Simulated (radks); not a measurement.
Results of a calculation; reference values are marked as such.
Neutral aluminium inside a hard spherical wall (all orbitals vanish at R), configuration held at [Ne] 3s2 3p1 and not refilled when levels cross. Level of theory: scalar-relativistic Kohn-Sham, PBE, spin-unpolarised, spherical densities, point nucleus (a radial shooting solver on a logarithmic mesh with Libxc functionals). Eigenvalues in eV, with the zero of energy where the potential of the charges vanishes at infinity; a dash marks a level that is unbound or too diffuse for the functional's potential to be trusted. A positive occupied level is held by the wall or, in an anion where self-interaction has pushed it up, behind a barrier. The pressure on the wall is -dE/dV.

R (bohr),E (hartree),kinetic (hartree),e(2s),e(2p),e(3s),e(3p),"e(4s, empty)","e(4p, empty)",pressure (GPa)
free,-242.68469,243.126,-108.17,-69.643,-7.753,-2.712,-,-,0
20,-242.68469,243.126,-108.17,-69.643,-7.753,-2.712,-0.314,0.329,< 0.0001
15,-242.68468,243.126,-108.16,-69.641,-7.751,-2.710,-0.180,0.721,0.000104
12,-242.68453,243.128,-108.14,-69.619,-7.734,-2.693,0.175,1.456,0.00230
8,-242.67899,243.162,-107.76,-69.239,-7.475,-2.359,2.712,5.370,0.194
7,-242.66987,243.211,-107.35,-68.825,-7.200,-1.976,4.775,8.115,0.695
5,-242.56416,243.671,-104.58,-66.050,-5.164,0.838,16.526,21.985,12.6
2.5,-239.84687,251.075,-84.852,-46.182,26.100,37.418,134.05,140.21,1620
1.5,-224.99280,285.680,-42.559,-1.136,169.15,175.51,514.70,484.00,41800
